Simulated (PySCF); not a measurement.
Species: C6H13FO2.
Numbering: `[CH3:1][CH2:2][O:3][C@H:4]([F:5])[O:6][CH:7]([CH3:8])[CH3:9]` (hydrogens: H10, H11, H12 on C1; H13, H14 on C2; H15 on C4; H16 on C7; H17, H18, H19 on C8; H20, H21, H22 on C9)

The same species was optimised twice, with GFN2-xTB and with PBE0-D3(BJ)/def2-SVP (PySCF), and the same property calculations (PySCF, gas phase) were run on both structures.

```csv
coordinate,GFN2-xTB,PBE0-D3(BJ)/def2-SVP,change
C4–F5 (Å),1.408,1.393,-0.015
O6–C7 (Å),1.438,1.427,-0.011
C7–C8 (Å),1.524,1.515,-0.009
C2–O3 (Å),1.424,1.415,-0.009
C1–C2 (Å),1.523,1.514,-0.009
C7–C9 (Å),1.526,1.518,-0.008
C4–O6 (Å),1.348,1.350,+0.002
O3–C4 (Å),1.351,1.351,0.000
C8–C7–C9 (°),111.7,113.1,+1.4
O3–C4–O6 (°),108.4,107.2,-1.2
C1–C2–O3 (°),113.7,113.2,-0.5
F5–C4–O6 (°),109.8,110.2,+0.4
O3–C4–F5 (°),110.0,110.3,+0.3
O6–C7–C8 (°),107.2,106.9,-0.3
C2–O3–C4 (°),116.3,116.4,+0.1
O6–C7–C9 (°),110.2,110.3,+0.1
C1–C2–O3–C4 (°),71,88,+17
C2–O3–C4–F5 (°),-83,-71,+12
O3–C4–O6–C7 (°),-175,-172,+3
C4–O6–C7–C8 (°),139,141,+2
```

Rotational constants: A = 3771, B = 795.7, C = 700.8 MHz (GFN2-xTB) against A = 3919, B = 790.4, C = 694.2 MHz (PBE0-D3(BJ)/def2-SVP). Point groups within 0.08 Å: C1 and C1.

On the GFN2-xTB structure: HOMO (eV) -8.08 [PBE0/pcSseg-1]; LUMO (eV) 1.45 [PBE0/pcSseg-1]; dipole (D) 2.33 [PBE0/pcSseg-1]; GIAO shielding of C1 (ppm) 167.5 [PBE0/pcSseg-1]; GIAO shielding of C2 (ppm) 116.8 [PBE0/pcSseg-1]; GIAO shielding of O3 (ppm) 216.0 [PBE0/pcSseg-1]; GIAO shielding of C4 (ppm) 58.4 [PBE0/pcSseg-1]; GIAO shielding of F5 (ppm) 256.3 [PBE0/pcSseg-1]; GIAO shielding of O6 (ppm) 195.5 [PBE0/pcSseg-1]; GIAO shielding of C7 (ppm) 110.7 [PBE0/pcSseg-1]; GIAO shielding of C8 (ppm) 161.6 [PBE0/pcSseg-1].

Problem. What do these properties become on the PBE0-D3(BJ)/def2-SVP structure?

Solution. 
| property | level | on GFN2-xTB | on PBE0-D3(BJ)/def2-SVP | change |
| --- | --- | --- | --- | --- |
| HOMO (eV) | PBE0/pcSseg-1 | -8.08 | -8.11 | -0.03 |
| LUMO (eV) | PBE0/pcSseg-1 | 1.45 | 1.49 | +0.04 |
| dipole (D) | PBE0/pcSseg-1 | 2.33 | 2.11 | -0.22 |
| energy, GFN2-xTB geometry as zero (kcal/mol) | PBE0/pcSseg-1 | 0.0 | -0.9 | -0.9 |
| GIAO shielding of C1 (ppm) | PBE0/pcSseg-1 | 167.5 | 165.6 | -1.9 |
| GIAO shielding of C2 (ppm) | PBE0/pcSseg-1 | 116.8 | 118.0 | +1.2 |
| GIAO shielding of O3 (ppm) | PBE0/pcSseg-1 | 216.0 | 215.7 | -0.3 |
| GIAO shielding of C4 (ppm) | PBE0/pcSseg-1 | 58.4 | 58.7 | +0.3 |
| GIAO shielding of F5 (ppm) | PBE0/pcSseg-1 | 256.3 | 261.7 | +5.4 |
| GIAO shielding of O6 (ppm) | PBE0/pcSseg-1 | 195.5 | 195.9 | +0.4 |
| GIAO shielding of C7 (ppm) | PBE0/pcSseg-1 | 110.7 | 112.3 | +1.6 |
| GIAO shielding of C8 (ppm) | PBE0/pcSseg-1 | 161.6 | 159.7 | -1.9 |

The heavy atoms differ by 0.198 Å rms after alignment. Among bonds between heavy atoms C4–F5 changes most (-0.015 Å). Changes are differences of the printed values. Neither structure is proved a minimum here.

Shape of the structure used: `[CH3:1][CH2:2][O:3][C@H:4]([F:5])[O:6][CH:7]([CH3:8])[CH3:9]`: C1–C2–O3–C4 88°, C2–O3–C4–F5 -71°, O3–C4–O6–C7 -172°, C4–O6–C7–C8 141°.
